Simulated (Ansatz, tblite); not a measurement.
Removing and adding an electron: Si6H11, a cluster with a defect cut from the lattice of silicon (one cap removed). The state is a doublet with charge 0. Geometry: PBE-D4/def2-SVP. Ansatz, gas phase; energy differences of separate SCF runs; the oxidised species is a singlet (the triplet lies 1.52 eV higher at PBE0-D4/def2-TZVP); the reduced species is a singlet (the triplet lies 1.77 eV higher at PBE0-D4/def2-TZVPD).

```xyz
17

Si    1.9451    1.0746   -0.7477
Si   -1.9604    1.2770   -0.1518
Si    0.1408   -1.5007    1.4328
Si    1.8524   -1.2035   -0.1573
Si   -1.9271   -1.0077    0.4192
Si   -0.1524    1.6955   -1.5750
H     2.9961    1.3201   -1.8002
H     2.3184    1.8733    0.4798
H    -3.2464    1.6437   -0.8478
H    -1.8690    2.0902    1.1188
H     0.1513   -2.9066    1.9789
H     0.3650   -0.5458    2.5788
H     1.5338   -2.0221   -1.3824
H     3.1808   -1.6616    0.3908
H    -2.0716   -1.8353   -0.8324
H    -3.0716   -1.3376    1.3446
H    -0.1853    3.0466   -2.2490
```

The xTB rows come from tblite. HSE06 is defined as in plane-wave codes, on full-range PBE exchange. Correlated methods freeze 30 core orbitals. The rows differ in basis, and correlated rows in double-zeta sets carry the largest basis error.

```
             level  −HOMO (eV)  vertical IE (eV)  −LUMO (eV)  vertical EA (eV)  HOMO–LUMO gap (eV)  IE − EA (eV)                       remarks
          GFN2-xTB           –             10.04           –              5.38                   –          4.65                             –
       HF/def2-SVP           –              7.49           –                 –                   –             –                             –
  PBE-D4/def2-TZVP        5.16              7.72        3.75                 –                1.41             –                             –
 PBE-D4/def2-TZVPD        5.18                 –        3.77              1.73                1.41             –  HOMO above zero (-1 singlet)
 PBE0-D4/def2-TZVP        6.17              7.87        2.88                 –                3.28             –                             –
HSE06-D4/def2-TZVP        5.78              7.86        3.26                 –                2.51             –                             –
```

(1) Estimate the rows for GFN1-xTB, PBE0-D4/def2-TZVPD, MP2/def2-SVP, CCSD/def2-SVP, CCSD(T)/def2-SVP.

## Answers

(1) 
| level | −HOMO (eV) | vertical IE (eV) | −LUMO (eV) | vertical EA (eV) | HOMO–LUMO gap (eV) | IE − EA (eV) |
| --- | --- | --- | --- | --- | --- | --- |
| GFN1-xTB | – | 11.76 | – | – | – | – |
| PBE0-D4/def2-TZVPD | 6.17 | – | 2.90 | 1.64 | 3.27 | – |
| MP2/def2-SVP | – | 7.72 | – | – | – | – |
| CCSD/def2-SVP | – | 7.68 | – | – | – | – |
| CCSD(T)/def2-SVP | – | 7.67 | – | – | – | – |

   A HOMO above zero means that the electron is unbound at that level or that self-interaction error raises the level; the energy of removing that electron tells which. HOMO and LUMO are the levels of the spin that leaves or enters (xTB has no such levels and no spin-polarisation term). Other spin states of the ions may lie lower, which would lower the ionisation energy or raise the affinity. Raw xTB energy differences between charge states are shifted by several eV; the methods need an empirical correction for them.
